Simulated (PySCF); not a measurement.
Two-component Hartree-Fock for Ca¹⁸⁺ (calcium, charge +18)

Start: 1s2. Calculated with PySCF 2.14 in an uncontracted even-tempered set (17 s from 1.7 bohr⁻², ratio 2.6; 10 p from 2.2 bohr⁻², ratio 2.6; 6 d from 2.2 bohr⁻², ratio 2.8; 3 f from 100 bohr⁻², ratio 2.8): generalised Hartree-Fock with the X2C-1e Hamiltonian and a Gaussian nucleus; spin-orbit coupling (SO) screened by Boettger's factors.

```csv
spinor shell,electrons,"ε, screened SO (eV)",weight of nominal j (screened SO),"rms radius, screened SO (bohr)"
1s1/2,2,-5132.0,1.000,0.0876
```

```
   quantity  screened SO
E (hartree)   -389.61378
        M_J            0
       ⟨J²⟩        0.000
       ⟨L²⟩        0.000
       ⟨S²⟩        0.000
```
